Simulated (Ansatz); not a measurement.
`[SiH3][O][Mg][O][SiH3]`, relaxed with RKS PBE0-D4/def2-TZVP in Ansatz 0.2.0 from a PBE-D4/def2-SVP geometry. The force threshold is 0.005 eV/Å; the program also tests the step.

Charge 0, multiplicity 1.

Start:

```xyz
11

Si   -1.471   -3.114   -0.323
O    -0.766   -1.626   -0.160
Mg    0.002   -0.002    0.010
O     0.769    1.623    0.179
Si    1.470    3.114    0.321
H    -1.490   -3.857    0.992
H    -2.897   -2.993   -0.803
H    -0.722   -3.966   -1.321
H     1.898    3.383    1.745
H     2.694    3.229   -0.556
H     0.512    4.209   -0.084
```

How much energy does the relaxation release, and in how many steps? (Estimate.)

Ansatz gave: 0.09 eV, in 3 steps.

Which bonds change most? (Best estimate.)

Computed: Si1–O2 from 1.654 to 1.613 Å; O4–Si5 from 1.654 to 1.613 Å; O2–Mg3 from 1.805 to 1.783 Å; Mg3–O4 from 1.805 to 1.783 Å.

Give the relaxed structure. (Best estimate.)

The calculation gave: 
```xyz
11

Si   -1.444   -3.058   -0.317
O    -0.757   -1.607   -0.159
Mg    0.002   -0.002    0.009
O     0.760    1.604    0.176
Si    1.444    3.058    0.316
H    -1.463   -3.791    0.982
H    -2.854   -2.939   -0.791
H    -0.705   -3.901   -1.302
H     1.867    3.323    1.722
H     2.653    3.172   -0.550
H     0.498    4.141   -0.084
```
